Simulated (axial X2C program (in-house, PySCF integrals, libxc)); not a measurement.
# Ti: configurations by level of theory

Calculated with an in-house all-electron X2C program for linear molecules (integrals from PySCF), basis dyall-cv3z (cores contracted in-house), spin-free (one-electron X2C) and two-component (2c, atomic mean-field Coulomb and Gaunt terms). Energies in eV from the lowest row of each column (rows without correlated energies are left out; n/a marks j-coupled starts, which PBE0 does not hold); electrons by l are Mulliken totals of the Hartree–Fock solution, and PBE0 can relax to another configuration under the same block occupation. Coupled cluster uses truncated natural virtuals with an MP2 remainder. Frozen shells in the correlated columns: 2 s, 1 p.

Spin-free determinants:

```
electrons by l  M_S, M_L    HF   MP2  CCSD(T)  PBE0
     s8 p12 d2      1, 3  0.08  0.00     0.00  0.19
     s8 p12 d2      1, 2  0.00  0.05     0.00  0.00
     s8 p12 d2      1, 0  0.24  0.28     0.17  0.02
     s7 p12 d3      2, 3  0.77  0.64     0.93  0.27
     s7 p12 d3      2, 2  0.71  0.68     0.93  0.09
     s7 p12 d3      2, 0  0.90  0.87     1.07  0.14
     s7 p12 d3      2, 1  1.27  1.04     1.22  0.39
```

Two-component determinants:

```tsv
electrons by l	2M_J	HF	MP2	CCSD(T)	PBE0
s8 p12 d2	4	0.07	0.00	0.00	0.18
s8 p12 d2	2	0.00	0.06	0.01	0.00
s8 p12 d2	6	0.02	0.09	0.04	0.03
s8 p12 d2	8	0.11	0.04	0.04	n/a
s8 p12 d2	2	0.25	0.30	0.19	n/a
s7 p12 d3	2	0.77	0.64	0.93	0.26
s7 p12 d3	8	0.73	0.71	0.96	0.11
s7 p12 d3	10	0.80	0.68	0.96	0.29
```

Ground level as tabulated from the NIST Atomic Spectra Database (leading term): 2S+1 = 3, L = 3, J = 2.

Single determinants need not be terms or J levels, so several rows can belong to one term; PBE0 has no current term and treats spin collinearly, and Hartree–Fock breaks spherical symmetry, which spreads rows that should be degenerate. The search is wide but not exhaustive and can miss a configuration; gaps between s and d configurations can be off by some tenths of an eV with this basis and core.

The run took 5.7 min on 1 thread of Intel(R) Xeon(R) Processor @ 2.30GHz (shared host).
